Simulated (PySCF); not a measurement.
**Predicted spectroscopic data**

PySCF 2.14 calculation with shielding tensors at PBE0/pcSseg-1 (GIAO) and GFN2-xTB structure; no relativistic terms, averaged over atoms made equivalent by symmetry, fast rotation or ring inversion, in vacuum, one conformer.

Chemical shifts δ = σref − σ; ¹H (σ = 31.72 ppm) and ¹³C (σ = 186.93 ppm) vs TMS, all at this level. Splittings of carbon signals by F and P are missing where no couplings were computed. Where no couplings were computed, multiplicities follow the n + 1 count of equivalent neighbours, and m marks all less simple cases (inequivalent or close neighbours, rings, F or P nearby). Shifts are as computed. Against solution values, carbons near 30 ppm lie about +3 ppm off and those near 130 ppm about +5 ppm; carbons on Cl a further +6 ppm. Of 1211 compounds with measured shifts, 218 miss one by over three times the rms of a fit or turn the order of signals round; such compounds aren't used in these exercises. Carbons bonded to Cl come out too deshielded.

Compound 1 (C₈H₁₁P). ¹H NMR (400 MHz, computed): δ 8.86 (m, 1H), 7.94 (m, 1H), 2.89 (m, 3H), 2.52 (s, 3H), 2.43 (s, 3H). ¹³C{¹H} NMR (computed): δ 176.2, 163.6, 145.9, 143.9, 139.6, 27.8, 26.7, 19.1. Structure: `InChI=1S/C8H11P/c1-6-4-5-9-8(3)7(6)2/h4-5H,1-3H3`.

Compound 2 (C₅H₅Cl₃). ¹H NMR (400 MHz, computed): δ 3.35 (s, 2H), 2.06 (s, 3H). ¹³C{¹H} NMR (computed): δ 123.4 (C), 90.7 (C), 79.5 (C), 49.2 (CH2), 4.6 (CH3). Structure: SMILES ClC(CC#CC)(Cl)Cl.
